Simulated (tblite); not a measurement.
Compound: C5H9FSi.
Numbering: `[CH3:1][CH2:2][C:3]1=[CH:4][C@@H:5]([F:6])[SiH2:7]1` (hydrogens: H8, H9, H10 on C1; H11, H12 on C2; H13 on C4; H14 on C5; H15, H16 on Si7)

A start from a force field or distance geometry was refined with tblite, GFN2-xTB geometry optimisation, gas phase. Values at the start:

```json
{"coordinate": "C1–C2", "start": "1.518 Å"}
{"coordinate": "C1–H8", "start": "1.088 Å"}
{"coordinate": "C2–C3", "start": "1.546 Å"}
{"coordinate": "C2–H11", "start": "1.095 Å"}
{"coordinate": "C2–H12", "start": "1.109 Å"}
{"coordinate": "C3=C4", "start": "1.357 Å"}
{"coordinate": "C3–Si7", "start": "1.886 Å"}
{"coordinate": "C4–C5", "start": "1.539 Å"}
{"coordinate": "C4–H13", "start": "1.103 Å"}
{"coordinate": "C5–F6", "start": "1.351 Å"}
{"coordinate": "C5–Si7", "start": "1.903 Å"}
{"coordinate": "C5–H14", "start": "1.104 Å"}
{"coordinate": "Si7–H15", "start": "1.496 Å"}
{"coordinate": "Si7–H16", "start": "1.473 Å"}
{"coordinate": "C1–C2–C3", "start": "112.3°"}
{"coordinate": "C2–C3–C4", "start": "133.9°"}
{"coordinate": "C2–C3–Si7", "start": "131.6°"}
{"coordinate": "C3–C4–C5", "start": "103.5°"}
{"coordinate": "C3–Si7–C5", "start": "73.8°"}
{"coordinate": "C4–C3–Si7", "start": "94.5°"}
{"coordinate": "C4–C5–F6", "start": "119.2°"}
{"coordinate": "F6–C5–Si7", "start": "113.8°"}
{"coordinate": "C1–C2–C3–C4", "start": "86°"}
{"coordinate": "C2–C3–C4–C5", "start": "-179°"}
{"coordinate": "C2–C3–Si7–C5", "start": "180°"}
{"coordinate": "C3–C4–C5–F6", "start": "-118°"}
```

Task: How do these coordinates change at the GFN2-xTB level?

Result: 
```
  coordinate  GFN2-xTB (Å or °)  change
       C2–C3              1.490  -0.056
      C5–Si7              1.945  +0.042
       C5–F6              1.391  +0.040
     Si7–H15              1.458  -0.038
       C4–C5              1.504  -0.035
      C4–H13              1.079  -0.024
       C3=C4              1.340  -0.017
      C2–H12              1.093  -0.016
      C3–Si7              1.897  +0.011
     Si7–H16              1.462  -0.011
      C5–H14              1.094  -0.010
       C1–C2              1.526  +0.008
       C1–H8              1.087  -0.001
      C2–H11              1.094  -0.001
    C4–C5–F6              113.5    -5.7
    C2–C3–C4              129.5    -4.4
   C2–C3–Si7              135.5    +3.9
   F6–C5–Si7              116.5    +2.7
   C3–Si7–C5               72.0    -1.8
    C3–C4–C5              105.0    +1.5
    C1–C2–C3              111.1    -1.2
   C4–C3–Si7               95.0    +0.5
 C1–C2–C3–C4                129     +43
 C2–C3–C4–C5               -177      +2
C2–C3–Si7–C5                177      -3
 C3–C4–C5–F6               -120      -2
```

The energy falls by 0.346 eV over 104 L-BFGS steps, the largest force on an atom goes from 1.64 to 0.010 eV/Å, and the atoms move by 0.513 Å rms after alignment. The bond that changes most is C2–C3 (allylic carbon to fully substituted alkene carbon), which shortens by 0.056 Å. Bonds longer at the end by more than 0.005 Å: 4 of 16; shorter: 9. Among the dihedrals that turn most is C1–C2–C3–Si7, from -96° to -49°. Rotational constants go from 4663, 1213, 1062 to 4616, 1273, 1078 MHz.

The run took 1.1 s of wall time on one thread of an Arm Neoverse N1, no GPU, shared host with 64 logical CPUs at a one-minute load of 41.

Its GFN2-xTB frequencies are all real (lowest 34 cm⁻¹). The numbers are those of one conformer.

These are computed values.
